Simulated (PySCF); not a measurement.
C3H4F3O (doublet state).
Z-matrix (Å and degrees, GFN2-xTB geometry), rows numbered from 1:
```
C 
C   1  1.4807
O   2  1.3617  1  118.65
C   2  1.4775  1  120.37  3   165.02
F   4  1.3473  2  111.86  1   175.02
F   4  1.3668  2  114.25  1   -65.32
F   4  1.3459  2  112.90  1    53.97
H   1  1.0954  2  111.54  3   -96.99
H   1  1.0898  2  110.45  3   143.43
H   1  1.0860  2  108.76  3    22.66
H   3  0.9673  2  111.30  1   177.12
```

The hyperfine couplings belong to this conformer and change with its torsions.

Identity: `C[C](O)C(F)(F)F` [radical].

Method used: UKS B3LYP, pcH-1 on C F H O, non-relativistic, mean-field spin-orbit, GIAO (PySCF). One conformer (not necessarily the lowest) at the GFN2-xTB geometry, without solvent, vibrations or thermal averaging. Couplings are sensitive to structure, and on GFN2-xTB geometries they can be far from those on DFT ones. No stability test was run, so a lower SCF solution isn't excluded.

Question: The isotropic 13C couplings are +103.4, -31.3, -27.6 MHz. Assign them to C1; C2; C4.

Answer: 
| site | a_iso (MHz) | ρ(0) (bohr⁻³) | position | distance from C2 (Å) | spin population | largest \|T\| (MHz) |
| --- | --- | --- | --- | --- | --- | --- |
| C1 | -27.6 | -0.0245 | 1 bond from C2 | 1.48 | -0.07 | 2.0 |
| C2 | +103.4 | +0.0920 | largest spin population | 0.00 | +0.80 | 151.3 |
| C4 | -31.3 | -0.0279 | 1 bond from C2 | 1.48 | 0.00 | 5.8 |

Question: Match the computed a_iso(1H) values +61.7, -13.1 MHz (means over equivalent nuclei) with the sites H8/H9/H10; H11.

Answer: 
```
     site  a_iso (MHz)  ρ(0) (bohr⁻³)                                            position  distance from C2 (Å)  bound to  spin population there  largest |T| (MHz)
H8/H9/H10        +61.7        +0.0138                                  β, 2 bonds from C2                  2.12        C1                  -0.07                8.6
      H11        -13.1        -0.0029  β, 2 bonds from C2, on O3 of spin population +0.14                  1.94        O3                  +0.14               23.7
```

ρ(0) is the spin density at the nucleus and T the dipolar tensor; entries for several nuclei are means. The largest Mulliken spin populations are on C2 (+0.80), O3 (+0.14) and C1 (-0.07). The angles at C2 add up to 358.3°, so it is nearly planar.

Nuclei that the bonding pattern makes equivalent are averaged, as if the motion that swaps them (rotation, inversion, ring flip) were fast. The three 19F nuclei of mean +96.0 MHz run from 7.3 to 198.4 MHz in the frozen geometry. The three 1H nuclei of mean +61.7 MHz run from 12.5 to 120.2 MHz in the frozen geometry.
